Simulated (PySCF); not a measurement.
Molfile (atoms numbered from 1):
```
C3H7NSi
     RDKit          3D

 12 12  0  0  0  0  0  0  0  0999 V2000
    1.5167   -0.1639    0.3479 Si  0  0  0  0  0  4  0  0  0  0  0  0
    0.1178   -0.1001   -0.9262 C   0  0  0  0  0  0  0  0  0  0  0  0
   -1.2629    0.1803   -0.3852 C   0  0  1  0  0  0  0  0  0  0  0  0
   -1.7160   -0.2386    0.9256 C   0  0  0  0  0  0  0  0  0  0  0  0
   -1.4225    0.9796    0.9000 N   0  0  0  0  0  0  0  0  0  0  0  0
    2.7775   -0.5403   -0.3626 H   0  0  0  0  0  0  0  0  0  0  0  0
    1.7158    1.1494    1.0268 H   0  0  0  0  0  0  0  0  0  0  0  0
    1.2319   -1.2028    1.3874 H   0  0  0  0  0  0  0  0  0  0  0  0
    0.1175   -1.0647   -1.4656 H   0  0  0  0  0  0  0  0  0  0  0  0
    0.3849    0.6625   -1.6789 H   0  0  0  0  0  0  0  0  0  0  0  0
   -2.0222    0.3972   -1.1508 H   0  0  0  0  0  0  0  0  0  0  0  0
   -2.0689   -0.9841    1.6434 H   0  0  0  0  0  0  0  0  0  0  0  0
  1  2  1  0
  2  3  1  0
  3  4  1  0
  4  5  2  0
  5  3  1  0
  1  6  1  0
  1  7  1  0
  1  8  1  0
  2  9  1  0
  2 10  1  0
  3 11  1  6
  4 12  1  0
M  END
```

Geometry: PBE0-D3(BJ)/def2-SVP; GIAO shifts from PySCF 2.14.0 with density-fitted response routines, gas phase, non-relativistic, averaged over equivalent atoms.

At PBE0/pcSseg-1 (127 basis functions, 9.7 s wall time on 1 thread of an x86-64 server CPU, shared host):
```tsv
atoms	δ (ppm)
Si1	-68.4
C4	182.7
C3	26.2
C2	14.7
N5	367.7
H12	10.48
H6/H7/H8	3.48
H11	1.97
H10	1.68
H9	1.28
```

Referencing at the same level of theory: 29Si (σref 351.99), 13C (σref 184.41), 1H (σref 31.27) against TMS; 15N (σref 265.67) vs NH3.

Task: Estimate the result of repeating the calculation with mPW1PW91/pcSseg-2.

Result: 
| atoms | δ at mPW1PW91/pcSseg-2 | change |
| --- | --- | --- |
| Si1 | -68.3 | +0.1 |
| C4 | 187.2 | +4.5 |
| C3 | 28.8 | +2.6 |
| C2 | 15.9 | +1.2 |
| N5 | 364.6 | -3.1 |
| H12 | 10.53 | +0.05 |
| H6/H7/H8 | 3.50 | +0.02 |
| H11 | 2.07 | +0.10 |
| H10 | 1.73 | +0.05 |
| H9 | 1.40 | +0.12 |

Chemical shifts δ = σref − σ; 29Si (σ = 340.01 ppm), 13C (σ = 183.53 ppm), 1H (σ = 31.29 ppm) vs TMS; 15N (σ = 260.49 ppm) vs NH3, all at this level.

The largest change is at C4 (C=N carbon). Cost: 285 basis functions, 30 s wall time on 1 thread of an x86-64 server CPU, shared host. The order of the carbon signals is the same at both levels.

Experimental scales use liquid or dissolved standards, which lie at an offset from isolated NH3 (liquid NH3: subtract about 20 ppm). Unscaled 15N shifts of sp2 nitrogen come out 20 to 40 ppm too high even then.
